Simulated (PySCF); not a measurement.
Species: PI₃.
Cartesian coordinates in Å at the PBE0-D3(BJ)/def2-SVP level; atoms count from 1:
```xyz
4
PI3 angstrom
I     -1.7430   -1.3559   -0.2143
P      0.0057    0.0378    0.8375
I      2.0734   -0.8029   -0.2227
I     -0.3135    2.2308   -0.2530
```

The calculation used PBE0-D3(BJ)/def2-SVP geometry optimisation, gas phase, def2 core potentials past Kr (PySCF 2.14.0).

Masses are those of the commonest isotopes; rigid-rotor values at the optimised geometry. 

(1) Give the principal moments of inertia and the rotational constants in GHz.

(2) What kind of rotor is it?

(3) What does the inertial defect say?

(4) Give the other two planar moments, Paa and Pbb, and the rms extents of the mass along the axes.

## Answers

(1) Ia = 976.20, Ib = 979.19, Ic = 1890.10 u·Å²; 505379 MHz·u·Å²/I gives 517.7, 516.1 and 267.4 MHz, that is A = 0.5177, B = 0.5161, C = 0.2674 GHz.

(2) An oblate symmetric top, as the point group C3v requires two equal moments; the computed ones differ by 0.31 % because the geometry is symmetric only within the optimiser's tolerance: κ = (2 × 516.1 − 517.7 − 267.4)/(517.7 − 267.4) = 0.99.

(3) Not planar: Δ = Ic − Ia − Ib = -65.29 u·Å². For a rigid frame Δ = −2 Σ m c², so Σ m c² = 32.64 u·Å² lies off the ab plane. The atom farthest from that plane is 0.99 Å away.

(4) Paa = Σ m a² = (Ib + Ic − Ia)/2 = 946.54 and Pbb = Σ m b² = (Ia + Ic − Ib)/2 = 943.56 u·Å². With the mass M = 411.69 u, the rms extents √(P/M) along a, b and c are 1.52, 1.51, 0.28 Å.

The dipole components are |μa| = 0.00 D, |μb| = 0.00 D, |μc| = 0.05 D.

**Question.** Estimate the classical rotational partition function at 10 K, 100 K and 298.15 K.

**Answer.** Point group C3v, symmetry number σ = 3; q = (√π/σ)·√((kT/h)³/(ABC)), k/h = 20836.6 MHz/K: 6650 at 10 K, 210000 at 100 K, 1080000 at 298.15 K.

No PBE0-D3(BJ)/def2-SVP frequencies stand behind this structure, so it isn't proved a minimum. Constants of a rigid frame at the computed geometry: no zero-point averaging, no centrifugal distortion.
